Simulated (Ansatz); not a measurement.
Ge₉OH₁₄, a cluster with a defect cut from the lattice of germanium (double-bonded O in place of two caps). Total charge 0; singlet. Geometry PBE-D4/def2-SVP, basis def2-TZVP, Ansatz.

| run | HOMO (eV) | LUMO (eV) |
| --- | --- | --- |
| A | -6.75 | -2.59 |
| B | -5.56 | -3.28 |
| C | -5.82 | -3.26 |
| D | -7.79 | -1.75 |
| E | -7.92 | -1.55 |
| F | -5.49 | -3.19 |

Single mean-field runs in def2-TZVP are fitted with def2-universal-jkfit.

**Question.** The runs used BHLYP, CAM-B3LYP, PBE, PBE0, r2SCAN, revPBE. Estimate which is which.

**Answer.** A PBE0 (25 % exact exchange); B PBE (0 % exact exchange); C r2SCAN (0 % exact exchange); D BHLYP (50 % exact exchange); E CAM-B3LYP (range-separated); F revPBE (0 % exact exchange). Exact exchange lowers occupied and raises empty levels; among semilocal functionals meta-GGAs tend to open the gap a little, and such runs are hard to tell apart. The gap grows from 2.28 eV (PBE) to 6.37 eV (CAM-B3LYP).
